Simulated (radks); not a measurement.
Task: The mean radii <r> (bohr) of the occupied orbitals of an atom or ion are listed with their occupations. Calculated with a radial shooting solver on a logarithmic mesh with Libxc functionals: non-relativistic Kohn-Sham, PBEsol, spin-polarised, spherical densities, point nucleus.

orbital  occ.      <r>
1s up       1  0.05695
1s down     1  0.05695
2s up       1   0.2592
2s down     1   0.2586
2p up       3   0.2267
2p down     3   0.2260
3s up       1   0.7679
3s down     1   0.7723
3p up       3   0.7930
3p down     3   0.7999
3d up       5   0.8656

Name the element and its charge. Open shells, if any, are filled with parallel spins first.

Result: Z = 27, cobalt, charge +4: Co4+ in [Ar] 3d5. The 1s radius gives Z: for a bare nucleus <r> = 1.5/Z, 0.05556 bohr for Z = 27, and screening makes it slightly larger (0.05695 here). The occupations add up to 23, and the charge is Z minus that.
